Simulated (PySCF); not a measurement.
Gas-phase reaction: SnH4 + 6 OH = SnO + 5 H2O

Method: PySCF energies (xtb for GFN2) plus ideal-gas RRHO corrections (1 bar). † marks an energy on the PBE0/def2-TZVP geometry and frequencies; other levels use their own. Open shells (unrestricted): OH (multiplicity 2, electronic degeneracy 4); the rest are closed-shell singlets. GFN2 has no spin-polarisation term. Spin-orbit splitting is ignored; it lowers the true energy and changes the entropy of OH. Sn: scalar-relativistic def2 core potential, no spin-orbit coupling. The harmonic model lacks anharmonicity and excited electronic states, which grow with temperature; levels with a mode under 35 cm⁻¹ are left out.

| level | ΔE electronic, kJ | ΔH°(298 K), kJ | ΔS°(298 K), J/K | ΔG°(1600 K), kJ |
|---|---|---|---|---|
| GFN2-xTB | -2259 | -2189 | -155 | -1901 |
| PBE/def2-SVP | -1615 | -1537 | -157 | -1242 |
| PBE0/def2-QZVP† | -1558 | -1479 | -157 | -1184 |
| PBE0/def2-SVP† | -1482 | -1403 | -157 | -1108 |
| PBE0/def2-TZVP | -1528 | -1449 | -157 | -1154 |
| ωB97X-V/def2-TZVP† | -1527 | -1448 | -157 | -1153 |
ΔH° is lowest at GFN2-xTB and highest at PBE0/def2-SVP†. No reference value is set beside these.
